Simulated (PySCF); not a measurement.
Simulation results for CH8GeOSi, GeH8OSi2

All values are calculated (PySCF 2.14.0). Calculation on a computer-drawn molecule: the log of a Hartree-Fock and frozen-core CCSD(T) single point meant for a local Hartree-Fock minimum, with one planted fault or none, to be diagnosed. Offsets are logged minus clean, where the clean run is the same molecule without the fault. The reference is restricted for singlets and unrestricted otherwise, and also for a bond in bohr or an excited solution. Adding or removing an electron swaps singlet and doublet. The excited solution moves the top pair (singlet) or top alpha electron (doublet) to the lowest empty orbital. Highest occupied and lowest empty are orbital energies over both spins, largest force is the largest gradient component, triples share is (T) over the correlation energy, the T1 limit is 0.02 restricted and 0.045 unrestricted, electrons count all cores, a negative frequency is imaginary (commonest isotopes), and the dipole is about the centre of nuclear charge; on germanium a core potential holds 10 electrons, which the energies leave out, and 3d is frozen in MP2 and coupled-cluster steps.

Common to all runs: meant charge 0; meant multiplicity 1; meant basis cc-pV(D+d)Z; meant basis and core potential on germanium cc-pVDZ-PP ECP10MDF; logged SCF converged yes; logged CC converged yes; logged SCF stable within its kind yes; possible faults no fault, one electron removed, one electron added, multiplicity raised by two, geometry at a saddle point, SCF held on an excited solution, minimal basis STO-3G, one bond length entered in bohr, all coordinates scaled.

(1) 
```xyz
12
formula=CH8GeOSi logged_electrons=68 logged_basis_functions=114 logged_spin_squared=0 logged_highest_occupied=-10.964 logged_lowest_empty=3.5689 logged_largest_force=0.044476 logged_T1_diagnostic=0.01294 logged_D1_diagnostic=0.033668 logged_triples_share=0.027628 logged_dipole_magnitude=1.3417 logged_energy_HF=-699.65994 logged_energy_CCSD(T)=-700.28257 planted_fault=all_coordinates_scaled,by_+7.4_% HF_energy_offset_from_clean_run=32.63 CCSD(T)_energy_offset_from_clean_run=22.2
Si     0.1875     0.6972    -1.7220
O     -0.8380     0.3346    -0.3235
C     -2.0185    -0.6185    -0.3146
Ge    -2.8328    -0.6227     1.6415
H     -0.6790     1.3136    -2.9060
H      0.8920    -0.6258    -2.2568
H      1.2754     1.7401    -1.2388
H     -2.8360    -0.2789    -1.0883
H     -1.6808    -1.7051    -0.6108
H     -1.6913    -1.1262     2.7117
H     -3.3275     0.8949     2.0343
H     -4.1237    -1.6480     1.7001
```

Units: logged_highest_occupied, logged_lowest_empty in eV; logged_largest_force in hartree/bohr; logged_dipole_magnitude in debye; logged_energy_HF, logged_energy_CCSD(T) in hartree; HF_energy_offset_from_clean_run, CCSD(T)_energy_offset_from_clean_run in kcal/mol.

Drawn bonds:
```tsv
atom	other atom	order
1	2	1
2	3	1
3	4	1
1	5	1
1	6	1
1	7	1
3	8	1
3	9	1
4	10	1
4	11	1
4	12	1
```

(2) 
```xyz
12
formula=GeH8OSi2 logged_electrons=76 logged_basis_functions=123 logged_spin_squared=0.8 logged_highest_occupied=-9.0825 logged_lowest_empty=1.9346 logged_largest_force=0.0097464 logged_T1_diagnostic=0.04554 logged_D1_diagnostic=0.23891 logged_triples_share=0.028466 logged_dipole_magnitude=0.45727 logged_energy_HF=-950.73426 logged_energy_CCSD(T)=-951.28906 planted_fault=one_bond_length_entered_in_bohr,row_4_of_the_drawn_bonds HF_energy_offset_from_clean_run=72.61 CCSD(T)_energy_offset_from_clean_run=77.06
Si    -0.4715     0.1727    -3.1829
O     -0.0523     0.6489    -1.6690
Si     0.9857     1.2355    -0.5352
Ge    -0.1503     1.3505     1.5745
H     -0.1841     2.3030    -4.9685
H     -1.8786    -0.2712    -3.1659
H      0.3945    -0.9436    -3.6198
H      1.4566     2.5805    -0.9401
H      2.1675     0.3477    -0.4354
H      0.7901     1.8949     2.6587
H     -1.3686     2.2776     1.4857
H     -0.6307    -0.0395     2.0091
```

Units: logged_highest_occupied, logged_lowest_empty in eV; logged_largest_force in hartree/bohr; logged_dipole_magnitude in debye; logged_energy_HF, logged_energy_CCSD(T) in hartree; HF_energy_offset_from_clean_run, CCSD(T)_energy_offset_from_clean_run in kcal/mol.

Drawn bonds:
```tsv
atom	other atom	order
1	2	1
2	3	1
3	4	1
1	5	1
1	6	1
1	7	1
3	8	1
3	9	1
4	10	1
4	11	1
4	12	1
```

Notes: T1 above single-reference limit.
